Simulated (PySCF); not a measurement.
SMILES Cl[Si](Cl)(Cl)[SiH2][GeH3], GFN2-xTB optimised geometry.

```
11

Cl    -0.45    -2.46     1.68
Si     0.13    -1.47     0.00
Cl    -0.46    -2.58    -1.59
Cl     2.17    -1.47     0.00
Si    -0.72     0.69     0.00
Ge    -0.33     1.72     2.07
H     -2.17     0.65    -0.27
H     -0.11     1.47    -1.08
H     -0.63     3.18     2.11
H     -1.12     1.16     3.21
H      1.09     1.63     2.54
```

Density from PBE0/def2-TZVP (PySCF) at that geometry.

Minimum of the electron density along straight lines between bonded atoms, close to the bond critical point (lines longer than 1.1 times the sum of covalent radii, or with two minima, are not listed):

```tsv
bond	length / Å	ρ at the minimum / e bohr⁻³	∇²ρ there / e bohr⁻⁵	position (fraction from the first atom)
Cl1–Si2	2.033	0.104	0.25	0.64
Si2–Cl3	2.027	0.105	0.26	0.36
Si2–Cl4	2.030	0.105	0.25	0.36
Si2–Si5	2.326	0.095	-0.13	0.64
Si5–Ge6	2.341	0.093	___	0.45
Si5–H7	1.468	0.122	0.19	0.49
Si5–H8	1.468	0.122	0.19	0.49
Ge6–H9	1.500	0.140	0.09	0.60
Ge6–H10	1.497	0.141	0.09	0.60
Ge6–H11	1.497	0.141	0.09	0.60
```

Question: Complete the blanks.

Answer: 
- Si5–Ge6, ∇²ρ there / e bohr⁻⁵: -0.16
